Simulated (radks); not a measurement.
Results of a calculation; reference values are marked as such.
Question: Ionisation of Ca2+, [Ar], to Ca3+, [Ne] 3s2 3p5, under several functionals. Dirac Kohn-Sham, spin-unpolarised, spherical densities, finite nucleus; open shells are shared between the two j in proportion to 2j + 1; a radial shooting solver on a logarithmic mesh with Libxc functionals. Known Delta-SCF values: BLYP 51.106 eV. What does PW91 give, and what is its highest occupied eigenvalue?

Answer: 51.345 eV by Delta-SCF; the 3p3/2 eigenvalue is -43.007 eV. NIST: 50.913 eV (measured).

Beside tabulated values, note that spin-unpolarised runs miss the spin-polarisation part of the exchange energy of open shells.
